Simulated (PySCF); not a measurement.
# Shapes and spin states of FeCl₂

Computed with PBE in PySCF with Fe def2-TZVP, Cl def2-TZVP; no relativity; density-fitted integrals.

Relaxations began from a few typed shapes and spin states; open shells are unrestricted. The search is not exhaustive: other isomers or separated fragments can lie lower, and high-lying points may rest on an excited occupation.

Problem. Order these stationary points by electronic energy, lowest first, in kJ/mol from the lowest minimum.
A. quintet D∞h: Fe–Cl 2.123 Å (×2); Cl–Fe–Cl 180.0°
B. broken-symmetry Ms = 1 (⟨S²⟩ 2.95) D∞h: Fe–Cl 2.105 Å (×2); Cl–Fe–Cl 180.0°
C. broken-symmetry Ms = 1 (⟨S²⟩ 3.00) D∞h: Fe–Cl 2.112 Å (×2); Cl–Fe–Cl 180.0°
D. triplet C2v: Fe–Cl 2.064 Å (×2); Cl–Fe–Cl 134.5°

Solution. A (0.0), B (110.1), C (111.3), D (145.1).

Problem. Which of them are minima?

Solution. By energy in kJ/mol, 0.0: minimum; 110.1: minimum; 111.3: minimum; 145.1: minimum.

Formally Fe is in oxidation state +2, d6, with 4 unpaired electrons (the high-spin count). The Mulliken spin on Fe is 3.65. The polar-tensor charge on Fe, 1.11, is far below the formal one.

For the lowest minimum: open d and f shells are described by one determinant, and the ground state may have another occupation or spin.

The electron or spin density has lower symmetry than the nuclear frame for the broken-symmetry Ms = 1 (⟨S²⟩ 2.95) D∞h at 110.1 kJ/mol, broken-symmetry Ms = 1 (⟨S²⟩ 3.00) D∞h at 111.3 kJ/mol.
